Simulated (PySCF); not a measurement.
## Polarisability and C₆ of Te (tellurium, neutral)

[Kr] 4d10 5s2 5p4, high-spin 3P determinant. Computed with PySCF 2.14 in aug-cc-pVQZ-DK3 (9s8p6d3f2g, 102 functions), with the spin-free X2C one-electron Hamiltonian (Gaussian nucleus). Coupled (time-dependent) response in atomic units; α is the mean over directions.

```json
{"method": "UHF", "mean α (bohr³)": "38.02", "α xx, yy, zz": "35.86, 42.35, 35.86", "C₆ (like pair)": "414.9", "S(−4)": "329.8"}
{"method": "PBE", "mean α (bohr³)": "41.16", "α xx, yy, zz": "38.33, 46.81, 38.33", "C₆ (like pair)": "452.8", "S(−4)": "432.0"}
{"method": "PBE0", "mean α (bohr³)": "39.40", "α xx, yy, zz": "36.90, 44.41, 36.90", "C₆ (like pair)": "430.7", "S(−4)": "374.9"}
```

S(−4) is the Cauchy moment in α(ω) = α(0) + S(−4) ω² + …

Reference α: 38 ± 4 bohr³ (recommended; Schwerdtfeger and Nagle, table of static dipole polarizabilities (2023 update)). Published C₆: 445.0 (Chu and Dalgarno (2004); Tang, Norbeck and Certain (1976)).

Spin-orbit coupling is absent.

α(iu) at UHF:

```tsv
u (hartree)	α(iu) (bohr³)
0	38.02
0.0500	37.22
0.100	35.07
0.200	28.86
0.300	22.76
0.500	14.21
0.750	8.635
1.00	5.804
1.50	3.226
2.00	2.114
3.00	1.154
5.00	0.5114
```

The components differ because the open shell of this determinant is not spherical; for a pure term their mean is the scalar polarisability.
